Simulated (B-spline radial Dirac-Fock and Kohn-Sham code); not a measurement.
**Binding energies of Tm¹⁶⁺ at several levels of theory**

System: Tm¹⁶⁺ in the configuration [Kr] 4d10 4f7.

The density-functional columns are spherical, spin-unpolarised Dirac-Kohn-Sham results without Breit or QED terms: −ε is minus the orbital energy of the initial state and ΔSCF the difference of two total energies. The reference in the last column comes from Dirac-Fock (average of configuration) total-energy differences with a finite nucleus, the Breit interaction including its frequency dependence, and self-energy and vacuum-polarisation corrections. All numbers are from a radial atomic solver, in eV; a selection of levels is shown. For the 1s level of heavy atoms much of the gap between ΔSCF and the reference is the Breit and QED part, -276.5 eV here; for other levels the error of the functional can be larger.

```csv
level,LDA −ε,LDA ΔSCF,Dirac-Fock
K (1s),59526.0,60041.4,59777.5
L1 (2s),10349.2,10451.6,10511.7
L2 (2p1/2),9886.9,10014.9,10006.9
L3 (2p3/2),8907.8,9021.6,9038.0
M1 (3s),2615.4,2652.8,2702.4
M2 (3p1/2),2411.2,2450.5,2482.1
M3 (3p3/2),2204.3,2241.2,2274.3
M4 (3d3/2),1854.0,1896.2,1903.5
M5 (3d5/2),1808.8,1850.1,1859.2
N1 (4s),801.9,822.1,846.5
N2 (4p1/2),719.0,739.0,756.0
N3 (4p3/2),669.7,689.0,706.7
N4 (4d3/2),531.9,550.8,555.7
N5 (4d5/2),522.5,541.2,546.4
"N6,7 (4f)",349.8,368.0,365.2
```

Values without a named source are computed, but for edge energies of neutral atoms, which are taken from tables.
